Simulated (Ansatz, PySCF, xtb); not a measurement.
Complex: CH5N (SMILES CN) (first 7 atoms) with CH2O2 (SMILES O=CO); geometry from B3LYP-D3(BJ)/def2-TZVP, rigid monomers moved along the line of their centres of mass till N2···H12 is 1.91 Å.
(charge 0, multiplicity 1):
```xyz
12

C     -0.282     0.217     0.097
N      0.802    -0.514     0.770
H      0.040     1.241    -0.093
H     -1.142     0.246     0.765
H     -0.591    -0.233    -0.851
H      1.623    -0.580     0.181
H      0.500    -1.458     0.990
O     -1.007    -0.800     3.575
C     -0.207    -0.062     4.101
O      0.866     0.454     3.529
H     -0.294     0.269     5.147
H      0.921     0.119     2.565
```

Interaction energies are E(AB) − E(A) − E(B) at the monomers' geometry in the complex; basis-set methods are counterpoise corrected. Rows marked so take none.

Frozen-core correlation. Rows in 6-31G* carry no dispersion term and start afresh at each structure (6-31G* with six Cartesian d functions).

Run with Ansatz (Gaussian basis) for Hartree–Fock, density functionals and correlated methods; PySCF for 6-31G* rows, the dispersion terms; xtb for the GFN methods. 

```csv
level,interaction energy (kcal/mol)
GFN-FF,-11.29
HF/6-31G*,-11.46
r2SCAN-D4/def2-TZVPPD,-14.23
B3LYP/6-31G* (no counterpoise),-15.76
B3LYP-D3(BJ)/def2-TZVPPD,-13.99
MP2/aug-cc-pVDZ,-12.59
SCS-MP2/aug-cc-pVDZ,-11.57
CCSD/aug-cc-pVDZ,-11.75
CCSD(T)/aug-cc-pVDZ,?
```

Problem. Complete the blanks.

Solution. 
- CCSD(T)/aug-cc-pVDZ, interaction energy (kcal/mol): -12.26

Ansatz is a first-principles code.
